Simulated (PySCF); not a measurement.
C₄H₃ClF₂, SMILES CC(Cl)=C=C(F)F.

Geometry: B3LYP-D3(BJ)/def2-SVP. This is a generated structure with no PubChem entry under its InChIKey; it may be hypothetical.

Two levels are set side by side: PBE/def2-TZVP (PySCF) and PBE0/def2-TZVP (PySCF). Same geometry, gas phase. Differences are taken from unrounded values.

```
quantity                      PBE0    PBE  PBE minus PBE0
---------------------------  -----  -----  --------------
orbital gap (eV)              6.74   4.49           -2.25
highest occupied level (eV)  -7.77  -6.46            1.31
lowest empty level (eV)      -1.03  -1.97           -0.94
dipole moment (D)             2.06   1.90           -0.15
mean polarisability (bohr³)   65.3   67.6             2.3
```

PBE's occupied levels lie high since its potential decays too fast outside the molecule; exact exchange lowers them and widens the gap. PBE's more diffuse valence density responds more strongly to a field. Differences between two approximate levels are no errors against the true value.

Rough cost on one machine, each run with all the roots and properties that it gave: PBE0 against PBE within a factor of 2.
